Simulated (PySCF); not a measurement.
## Electron correlation in Sb³⁺ (antimony, charge +3)

Starting occupation: [Kr] 4d10 5s2. Calculation: PySCF 2.14, in x2c-TZVPall-2c (8s9p5d2f, 74 functions); X2C-1e with screened-nucleus spin-orbit coupling, Gaussian nucleus. Frozen: [Ar] 3d10; 20 electrons correlated; the 6 highest virtual spinors left out.

MP2 pair energies summed by pair of shells (mhartree):

```tsv
pair	energy	share (%)
4d3/2-4d5/2	-77.49	20.5
4d5/2-4d5/2	-56.85	15.1
4d5/2-5s1/2	-47.13	12.5
4d3/2-5s1/2	-30.87	8.2
5s1/2-5s1/2	-25.97	6.9
4d5/2-4p3/2	-24.20	6.4
4d3/2-4d3/2	-24.15	6.4
4d3/2-4p3/2	-16.45	4.4
4d5/2-4p1/2	-12.21	3.2
4p1/2-4p3/2	-9.56	2.5
4p3/2-4p3/2	-9.43	2.5
4d5/2-4s1/2	-7.95	2.1
4d3/2-4p1/2	-7.66	2.0
4p3/2-4s1/2	-6.19	1.6
4p3/2-5s1/2	-5.97	1.6
4d3/2-4s1/2	-5.26	1.4
4p1/2-4s1/2	-3.12	0.8
4p1/2-5s1/2	-2.63	0.7
4p1/2-4p1/2	-2.20	0.6
4s1/2-4s1/2	-1.54	0.4
4s1/2-5s1/2	-0.85	0.2
```

Total MP2 correlation energy: -377.68 mhartree.

This basis was not built for core-valence correlation, so the inner-shell part is incomplete.
